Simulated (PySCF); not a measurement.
C2H6BiCl, SMILES [CH3][Bi]([CH3])[Cl].

Coordinates come from a B3LYP-D3(BJ)/def2-SVP optimisation. The structure was generated by enumeration; whether it is a known compound was not checked. The def2 effective core potentials stand for the cores of Bi; spin–orbit coupling is left out.

Computed with PBE0/def2-TZVP (PySCF).

The molecule is in vacuum.

```yaml
total_energy: -754.48934 hartree
point_group: Cs
highest_occupied_level: -7.19 eV
lowest_empty_level: -1.52 eV
orbital_gap: 5.67 eV
dipole_moment: 0.781 e·Å
quadrupole, principal values (traceless, Buckingham form, about the centre of nuclear charge): -5.14, 2.04, 3.11 D·Å
mean_static_polarisability: 85.6 bohr³ (12.69 Å³)
polarisability_principal_values: 77.5, 87.9, 91.4 bohr³
```
